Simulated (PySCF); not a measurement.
C3H10BeSi (SMILES C[CH](C)[Be][SiH3]), singlet, at a GFN2-xTB geometry (such geometries of metal compounds can be far from the true shape). Base run: PySCF with CAMB3LYP/6-31G, polarisability.

PySCF was given this input:
```python
from pyscf import gto, scf, dft
from pyscf.prop import polarizability

mol = gto.Mole()
mol.atom = '''
    Be   -0.06960444    0.15480777    0.45744303
    C    -0.99678458   -0.83942930   -0.63679167
    C    -0.23296978   -2.12419108   -1.01344210
    C    -1.27460506   -0.05191600   -1.93321915
    H    -1.98357063   -1.18492196   -0.29695682
    H    -0.78434206   -2.69423634   -1.76442496
    H     0.74782253   -1.89546645   -1.42881938
    H    -0.08917869   -2.76508240   -0.14517243
    H    -1.89377783    0.82240057   -1.73863531
    H    -1.79720801   -0.67815248   -2.65956423
    H    -0.34955517    0.28770142   -2.39793016
    Si    1.19374388    1.43534242    1.70343587
    H     1.26859834    1.11316185    3.13879427
    H     0.84800209    2.86674877    1.75577645
    H     2.62536953    1.50704019    1.35977601
'''
mol.basis = '6-31g'
mol.verbose = 4
mol.build()

mf = dft.RKS(mol)
mf.xc = 'camb3lyp'
mf.kernel()
alpha = mf.Polarizability().polarizability()[2, 2]
print('alpha_zz =', alpha)
```

Each row names what was changed in the base input (with any setting that the change needs).

| change | alpha_zz (bohr³) | basis functions | core-seconds (rough) |
|---|---|---|---|
| base | 72.65 | 69 | 40 |
| basis = 6-31G* | 73.17 | 94 | 60 |
| finite field (a.u.) = 0.02; conv_tol = 1e-11 | 73.05 | 69 | 50 |
| basis = 6-31+G* | 80.31 | 114 | 100 |
| functional = hf | 69.76 | 69 | 1 |
| basis = def2-SVP | … | … | 70 |
| finite field (a.u.) = 0.005; conv_tol = 1e-11 | 72.68 | 69 | 50 |
| finite field (a.u.) = 0.05; conv_tol = 1e-11 | 75.43 | 69 | 60 |
| functional = pbe | 77.44 | 69 | 20 |
| functional = lda,vwn | … | 69 | 10 |
| finite field (a.u.) = 2e-4; conv_tol = 1e-6 | 73.02 | 69 | 20 |
| finite field (a.u.) = 0.001; conv_tol = 1e-6 | 72.65 | 69 | 30 |

Q: Some entries are withheld; supply them.

A: 
- basis = def2-SVP, alpha_zz (bohr³): 77.25
- basis = def2-SVP, basis functions: 119
- functional = lda,vwn, alpha_zz (bohr³): 78.61

Finite-field rows take the second difference of the energy in a field along z; a small field with loose convergence shows SCF noise divided by the square of the field, and a large one adds hyperpolarisability.
